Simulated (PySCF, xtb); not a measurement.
B2Cl4, SMILES ClB(Cl)B(Cl)Cl.

GFN2-xTB run with xtb 6.7.1 at its own geometry gives an orbital gap of 3.30 eV and a dipole moment of 0.00 D.

Geometry: B3LYP-D3(BJ)/def2-SVP. The values are those of a single conformer.

Task: What does PBE/def2-TZVP run with PySCF give? (Estimate from the structure and the level; the computed values follow.)

Result: gap 4.23 eV (levels -7.19 and -2.96 eV), dipole 0.00 D.
